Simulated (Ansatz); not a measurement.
Reaction (ligand exchange at the Si–C bond): `C/C=C\[SiH2]Cl` + `N=CO` → `O/C=N/[SiH2]Cl` + `C=CC`

Gas-phase electronic energies from Ansatz, PBE0-D4/def2-TZVP geometries. CBS: MP2 limit from def2 TZ/QZ plus the TZ coupled-cluster correction, frozen cores. This one scheme is used for every species. Double bonds are as drawn, so ΔE can hold a change between cis and trans. DFT in def2-TZVPP. One conformer a species, not always the lowest.

`C/C=C\[SiH2]Cl`:

```xyz
12

C     0.703   -1.458   -0.299
C     0.365   -0.265   -1.120
C    -0.251    0.841   -0.695
Si   -0.865    1.130    1.025
Cl    0.700    1.476    2.329
H     1.788   -1.599   -0.267
H     0.283   -2.365   -0.745
H     0.345   -1.378    0.729
H     0.674   -0.320   -2.164
H    -0.407    1.640   -1.417
H    -1.606   -0.034    1.570
H    -1.730    2.333    1.053
```

`N=CO`:

Z-matrix (Å, degrees):
```
C
O 1 1.336
N 1 1.258 2 122.1
H 1 1.092 2 110.5 3 -180.0
H 2 0.968 1 106.6 3 -0.0
H 3 1.014 1 111.3 2 180.0
```

`O/C=N/[SiH2]Cl`:

```xyz
9

O    -0.281   -1.792    1.660
C     0.173   -0.938    0.746
N    -0.534   -0.035    0.235
Si   -0.088    1.122   -0.938
Cl    1.885    0.932   -1.529
H    -1.210   -1.569    1.822
H     1.224   -1.144    0.522
H    -0.924    0.944   -2.144
H    -0.245    2.479   -0.372
```

`C=CC`:

Z-matrix (Å, degrees):
```
C
C 1 1.490
H 1 1.095 2 111.0
H 1 1.095 2 111.0 3 118.3
H 1 1.092 2 111.5 3 -120.8
C 2 1.325 1 125.1 3 120.8
H 2 1.088 1 116.2 3 -59.2
H 6 1.084 2 121.6 1 -180.0
H 6 1.086 2 121.4 1 0.0
```

CCSD(T)/CBS gives -60.5 kJ/mol.

Another level gave -60.1 kJ/mol. Which?
A. CCSD(T)/def2-TZVPP
B. HF/def2-TZVPP
C. PBE-D4/def2-TZVPP
D. B2PLYP/def2-TZVPP

A. CCSD(T)/def2-TZVPP -60.1, B2PLYP -66.0, PBE-D4 -55.5, HF/def2-TZVPP -74.6 kJ/mol.

Largest T1 diagnostic among the species: 0.014.

In def2-TZVPP, CCSD(T) changes the Hartree–Fock value by +14.6 kJ/mol (the triples alone add +1.5 kJ/mol) and MP2 by +12.0 kJ/mol. The D4 term adds +4.0 kJ/mol with B3LYP and +2.4 kJ/mol with PBE0; it sums over pairs of atoms, weighted by their polarisabilities, and B3LYP, whose exchange is more repulsive, gets the larger term.

CCSD(T)/CBS has its own doubt, a few kJ/mol and more with outer-core shells, so smaller differences from it don't rank the levels.

B3LYP here is the variant with VWN-RPA as its local correlation; programs differ in this.
